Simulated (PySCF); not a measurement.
First SCF of a structure search on singlet AsN(OH)2, at a hand-made trigonal planar (heavy-atom frame) geometry. PySCF input:

```python
from pyscf import gto, scf, dft
mol = gto.M(atom='''
As     0.000000     0.000000     0.000000
N      1.740000     0.000000     0.000000
O     -0.920000     1.593500     0.000000
O     -0.920000    -1.593500     0.000000
H     -0.591700     2.495600     0.000000
H     -1.865400    -1.760200     0.000000''',
    basis={'As': 'def2-TZVP', 'N': 'def2-TZVP', 'O': 'def2-TZVP', 'H': 'def2-TZVP'},
    charge=0, spin=0)
mf = dft.RKS(mol, xc='PBE0')
mf.grids.atom_grid = (50, 194)
aux = {'As': 'def2-universal-JKFIT', 'N': 'def2-universal-JKFIT', 'O': 'def2-universal-JKFIT', 'H': 'def2-universal-JKFIT'}
mf = mf.density_fit(auxbasis=aux)
mf.conv_tol = 1e-08
mf.diis_space = 10
mf.max_cycle = 60
mf.init_guess = 'minao'
mf.verbose = 4
mf.kernel()
```

Excerpt of the output (cycles and frontier levels):

```
init E= -2441.18396957952
  HOMO = -0.282974662741551  LUMO = -0.194513821108053  gap/eV = 2.40714
cycle= 1 E= -2441.49421730795  delta_E= -0.31  |g|= 1.12  |ddm|= 2.31
  HOMO = -0.149369385161211  LUMO = -0.10873343899464  gap/eV = 1.10576
cycle= 2 E= -2440.68687689804  delta_E= 0.807  |g|= 2.17  |ddm|= 2.13
  HOMO = -0.300858078686958  LUMO = -0.131632288196052  gap/eV = 4.60487
cycle= 3 E= -2441.51682397359  delta_E= -0.83  |g|= 0.925  |ddm|= 1.96
  HOMO = -0.24419353586437  LUMO = -0.138000363440334  gap/eV = 2.88966
cycle= 4 E= -2441.71969567568  delta_E= -0.203  |g|= 0.0747  |ddm|= 0.65
  HOMO = -0.255831520291672  LUMO = -0.141145089019943  gap/eV = 3.12078
cycle= 5 E= -2441.72054879172  delta_E= -0.000853  |g|= 0.0485  |ddm|= 0.0856
  HOMO = -0.253079373092794  LUMO = -0.13917986518635  gap/eV = 3.09936
cycle= 6 E= -2441.72093192972  delta_E= -0.000383  |g|= 0.0246  |ddm|= 0.0382
  HOMO = -0.253088381456303  LUMO = -0.138368793473134  gap/eV = 3.12168
cycle= 7 E= -2441.72105000187  delta_E= -0.000118  |g|= 0.00555  |ddm|= 0.0145
  HOMO = -0.253768955098197  LUMO = -0.138461040444305  gap/eV = 3.13769
cycle= 8 E= -2441.72105865688  delta_E= -8.66e-06  |g|= 0.000796  |ddm|= 0.00607
  HOMO = -0.253688576952738  LUMO = -0.138385563051521  gap/eV = 3.13755
cycle= 9 E= -2441.72105888582  delta_E= -2.29e-07  |g|= 0.000311  |ddm|= 0.00131
  HOMO = -0.253740975606658  LUMO = -0.138414323984776  gap/eV = 3.13820
cycle= 10 E= -2441.72105891887  delta_E= -3.31e-08  |g|= 8.78e-05  |ddm|= 0.00047
  HOMO = -0.253736361654141  LUMO = -0.138406693337778  gap/eV = 3.13828
cycle= 11 E= -2441.72105892193  delta_E= -3.06e-09  |g|= 2.8e-05  |ddm|= 0.000176
  HOMO = -0.25374226454685  LUMO = -0.138408131151984  gap/eV = 3.13840
Extra cycle  E= -2441.72105892111  delta_E= 8.21e-10  |g|= 7.28e-05  |ddm|= 0.000101
converged SCF energy = -2441.72105892111
```

No lower solution of this spin was found by a stability analysis within the restricted form, which does not test spin polarisation.

The search for the lowest solution, with the stability check, took 12 s on 4 threads of a shared Arm Neoverse V1 host, with 153 basis functions; the process peaked at 0.54 GiB. Launch command: `OMP_NUM_THREADS=4 python axn.py task.json out`.
